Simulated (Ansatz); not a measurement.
Program: Ansatz. Geometries: PBE0-D4/def2-TZVP. ΔE: electronic, gas phase. CCSD(T)/CBS is the MP2 limit (def2-TZVPP, def2-QZVPP) plus CCSD(T) − MP2 in def2-TZVPP, frozen cores. This one scheme is used for every species. DFT in def2-TZVPP. HSE06 is defined as in plane-wave codes. For Ge outer-core shells are correlated without core-valence functions, which leaves a few kJ/mol of doubt a bond. Scalar relativity is left out up to krypton. One conformer a species, not always the lowest.

Reaction (ligand exchange at a Ge–S bond): `[CH3][AlH][S][GeH3]` + `N[SiH3]` → `[SiH3][NH][GeH3]` + `[CH3][AlH][SH]`

`[CH3][AlH][S][GeH3]`:

```xyz
11

C     0.030    1.541    0.758
Al   -1.333    0.860   -0.456
S    -1.182   -1.140   -1.321
Ge    0.721   -1.855   -0.420
H    -0.199    2.558    1.085
H     0.119    0.914    1.651
H     1.016    1.556    0.283
H    -2.617    1.671   -0.900
H     0.618   -1.874    1.114
H     0.934   -3.279   -0.950
H     1.892   -0.954   -0.844
```

`N[SiH3]`:

Z-matrix (Å, degrees):
```
Si
N 1 1.720
H 1 1.486 2 107.9
H 1 1.494 2 116.0 3 -120.3
H 1 1.486 2 107.9 3 119.4
H 2 1.007 1 119.6 3 -168.6
H 2 1.007 1 119.6 3 49.2
```

`[SiH3][NH][GeH3]`:

Z-matrix (Å, degrees):
```
Si
N 1 1.718
H 1 1.489 2 110.3
H 1 1.486 2 107.3 3 119.9
H 1 1.492 2 114.2 3 -120.6
Ge 2 1.839 1 127.5 3 -145.3
H 2 1.009 1 117.0 3 48.6
H 6 1.538 2 108.4 1 146.5
H 6 1.534 2 106.7 1 26.5
H 6 1.543 2 111.7 1 -93.5
```

`[CH3][AlH][SH]`:

```xyz
8

C    -0.068    1.104    0.804
Al    0.076   -0.236   -0.596
S    -0.102   -2.343   -0.034
H     0.845    1.705    0.862
H    -0.244    0.664    1.789
H    -0.887    1.799    0.594
H     0.317    0.093   -2.127
H     0.063   -2.785   -1.292
```

Q: Is it downhill or uphill in electronic energy at CCSD(T)/CBS, and by how much? (An estimate is asked.)

A: Ansatz gave: Uphill: ΔE = +0.42 eV.

Q: What do these levels give: ωB97X-V, PBE-QIDH, r2SCANh, HSE06, CCSD/def2-TZVPP, CCSD/CBS(def2)? (Best estimate.)

A: Ansatz gave: ωB97X-V 0.40, PBE-QIDH 0.44, r2SCANh 0.45, HSE06 0.46, CCSD/def2-TZVPP 0.36, CCSD/CBS(def2) 0.40 eV.

Q: What do rigid-rotor, harmonic-oscillator terms from PBE0-D4/def2-TZVP frequencies (298.15 K, 1 bar) make of the CCSD(T)/CBS value? (An estimate is asked.)

A: Computed: ΔZPE = -0.07 eV, ΔH = +0.34 eV, ΔS = 7 J/(mol·K), ΔG = +0.32 eV. Modes under 50 cm⁻¹ make the entropy rough.

Largest T1 diagnostic among the species: 0.011.

Leaving LDA and LC-ωPBE aside and taking each functional with its dispersion term where it has one, the values, not all of them listed here, spread over 0.10 eV, from CAM-B3LYP-D4 to PBE-D4. At CCSD(T), def2-SVP lies −0.11 eV from the extrapolated value and def2-TZVPP −0.04 eV. The D4 term adds +0.03 eV with B3LYP and +0.02 eV with PBE0; it sums over pairs of atoms, weighted by their polarisabilities, and B3LYP, whose exchange is more repulsive, gets the larger term.

B3LYP here is the variant with VWN-RPA as its local correlation; programs differ in this.
